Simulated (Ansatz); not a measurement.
```yaml
crystal:
  periodic: [false, false, false]
  atoms:
    - {symbol: B, position_ang: [0.843109, 1.606682, 0.655768]}
    - {symbol: B, position_ang: [-0.392250, 1.038565, 1.317726]}
    - {symbol: C, position_ang: [-1.109577, -0.296290, 1.222092]}
    - {symbol: Si, position_ang: [0.524854, -0.394553, 0.167387]}
    - {symbol: C, position_ang: [0.195071, -0.855975, -1.612835]}
    - {symbol: H, position_ang: [-0.444526, 1.848177, 0.233532]}
    - {symbol: H, position_ang: [1.629793, 2.441583, 0.376618]}
    - {symbol: H, position_ang: [-1.102715, -0.921298, 2.111567]}
    - {symbol: H, position_ang: [-2.027942, -0.401241, 0.649812]}
    - {symbol: H, position_ang: [1.525127, -1.263221, 0.832283]}
    - {symbol: H, position_ang: [-0.099451, -1.904552, -1.697763]}
    - {symbol: H, position_ang: [1.086406, -0.696759, -2.223172]}
    - {symbol: H, position_ang: [-0.607499, -0.235820, -2.018414]}
basis:
  gaussian: {orbitals: def2-TZVPP}
total_charge: -2
hamiltonian: {xc: {name: BHLYP}}
output: {forces: true}
```

```sh
$ ansatz run in.yaml --threads 4 --pin off --events-out ev --progress --plain --max-ram 10444MiB
```

Shortened log:

```
Functional definition: BHLYP
1642 factors; their error is unknown
mean field evaluation 1: about -11420.8634 eV, gradient 3.8e1 eV
mean field evaluation 2: about -11415.7287 eV, gradient 5.1e1 eV
mean field evaluation 4: about -11425.5718 eV, gradient 3.4e0 eV
mean field evaluation 8: about -11425.6146 eV, gradient 2.4e-1 eV
mean field evaluation 16: about -11425.6664 eV, gradient 6.9e-3 eV
mean field -11425.66636383 eV, -419.8854942760 hartree, gradient 5.9e-5 eV, S^2 0.000000; 0 other end points of the search recorded, 0 dependent functions left out
reference -11425.66656984 eV, -419.8855018466 hartree; 23, 23 occupied and 255, 255 virtual orbitals, 1642 factors
Total energy: -11425.66656984 eV, -419.8855018466 hartree
Atom 0 at     0.843109     1.606682     0.655768 Å, force     0.928560    -1.342913    -1.561608 eV/Å
Atom 1 at    -0.392250     1.038565     1.317726 Å, force    -1.641375     3.238174     2.773970 eV/Å
Atom 2 at    -1.109577    -0.296290     1.222092 Å, force     0.457517    -2.045199    -1.209780 eV/Å
Atom 3 at     0.524854    -0.394553     0.167387 Å, force     0.239690     1.058779    -0.157362 eV/Å
Atom 4 at     0.195071    -0.855975    -1.612835 Å, force     0.057884    -0.526889    -0.498733 eV/Å
Atom 5 at    -0.444526     1.848177     0.233532 Å, force     0.201708     0.026893     0.232340 eV/Å
Atom 6 at     1.629793     2.441583     0.376618 Å, force    -0.492063     0.130877     0.355518 eV/Å
Atom 7 at    -1.102715    -0.921298     2.111567 Å, force    -0.220391     0.355602    -0.217123 eV/Å
Atom 8 at    -2.027942    -0.401241     0.649812 Å, force     0.264187     0.173306     0.402762 eV/Å
Atom 9 at     1.525127    -1.263221     0.832283 Å, force     0.208052    -0.668882     0.068190 eV/Å
Atom 10 at    -0.099451    -1.904552    -1.697763 Å, force    -0.303192    -0.403136    -0.221830 eV/Å
Atom 11 at     1.086406    -0.696759    -2.223172 Å, force     0.114000     0.101507    -0.107405 eV/Å
Atom 12 at    -0.607499    -0.235820    -2.018414 Å, force     0.185422    -0.098118     0.141061 eV/Å
Dipole moment:     0.184368    -1.395762    -0.595647 e Å
```

Problem. Something in this input is off. What?

Solution. The charge is far from anything that the molecule holds. The calculation finished and met its thresholds. The result belongs to that input, not to the molecule as meant.
